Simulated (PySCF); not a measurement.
# Core binding energy against partial charge

C3H7FOSi.
Numbering: `[O:1]=[CH:2][C@@H:3]([F:4])[CH2:5][SiH3:6]`

Binding energies: delta-SCF UKS SCAN, pcX-2 on the ionised atom, pcseg-1 elsewhere, spin-free X2C (PySCF). Charges: PBE0/pcSseg-1 ground-state density, for the ionised atom.

```csv
atom,environment,C 1s (eV),Mulliken (e),IAO (e),Hirshfeld (e),ESP (e)
C5,sp3 carbon bound to silicon,290.71,-0.527,-0.552,-0.164,-0.273
C3,sp3 C–F carbon,293.56,+0.133,+0.133,+0.056,+0.316
C2,aldehyde carbon,294.04,+0.251,+0.257,+0.145,+0.356
```

Task: How well does each charge scheme correlate with the binding energies over these sites?

Result: Mulliken: r = 1.00, slope 4.3 eV per e; IAO: r = 1.00, slope 4.1 eV per e; ESP: r = 1.00, slope 5.1 eV per e; Hirshfeld: r = 0.99, slope 11.2 eV per e. On 3 points no scheme stands out.

Task: The point-charge model writes a binding energy as kq + V + constant, with V the potential of the other atoms' charges at the site. What does it give with the ESP charges?

Result: V = Σ 14.40 eV Å × q/r over all other atoms: +5.17 eV at C5, -2.30 eV at C3, -3.29 eV at C2. Fitting binding energy − V to q gives k = 18.2 eV per e and leaves an rms residual of 0.30 eV, against 0.11 eV for the fit on q alone. The model has no term for differences in relaxation between sites.

The unrestricted hole states depart most from a pure doublet (⟨S²⟩ = 0.75; over 0.85 named) for C 1s of C2 (0.92), which makes this value less certain. One conformer (not necessarily the lowest) at the GFN2-xTB geometry, without solvent, vibrations or thermal averaging.

Conformer computed: `[O:1]=[CH:2][C@@H:3]([F:4])[CH2:5][SiH3:6]`: O1–C2–C3–F4 -166°, C2–C3–C5–Si6 52°.
